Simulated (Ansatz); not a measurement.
Ansatz (a quantum-chemistry and plane-wave program) input:

Ansatz 0.2 input:
```yaml
crystal:
  periodic: [false, false, false]
  atoms:
    - {symbol: O, position_ang: [-0.31353732, -1.95272628, 0.55223254]}
    - {symbol: B, position_ang: [0.22373426, -0.79731596, 0.23146656]}
    - {symbol: O, position_ang: [1.70759714, -0.90769298, 0.28823018]}
    - {symbol: Br, position_ang: [-0.44125697, 0.88096830, -0.25905311]}
    - {symbol: H, position_ang: [-1.27491745, -2.05275187, 0.56443560]}
    - {symbol: H, position_ang: [2.30397983, -0.16535340, 0.08641517]}
    - {symbol: H, position_ang: [2.14378157, -1.74585136, 0.53497335]}
basis:
  gaussian:
    orbitals: aug-cc-pVDZ
total_charge: 1
magnetization: {spin_polarized: false}
correlation: {method: ccsd_t, electrons: outside_noble_gas}
output: {forces: true}
```

What final total energy does it print?

-2749.06955 Eh (CCSD(T)/aug-cc-pVDZ). The basis has 132 functions.

It need not be the lowest isomer of its formula.
